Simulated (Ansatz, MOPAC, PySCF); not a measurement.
Positional isomers: pyrrole silyl. All species are isolated molecules in the gas phase. Strings in code marks are SMILES.

Quantity: electronic energy of isomers of C4H7NSi relative to `[SiH3]c1cc[nH]c1`, in kcal/mol. Semi-empirical values (MOPAC) are differences of heats of formation.

Level 1: frozen-core CCSD(T)/cc-pVTZ // CAM-B3LYP-D3(BJ)/def2-TZVP (Ansatz, a program for electronic structure)
Level 2: PBE-D3(BJ)/def2-TZVP // CAM-B3LYP-D3(BJ)/def2-TZVP (PySCF)
Level 3: B3LYP/6-31G* // CAM-B3LYP-D3(BJ)/def2-TZVP (PySCF)
Level 4: PM3 // CAM-B3LYP-D3(BJ)/def2-TZVP (MOPAC)

```json
[
 {"species": "`[SiH3]c1ccc[nH]1`", "level 2": "0.11", "level 3": "0.17", "level 4": "-3.22"}
]
```

Task: What does level 1 give for each?

Result: 
- `[SiH3]c1ccc[nH]1`: 0.54
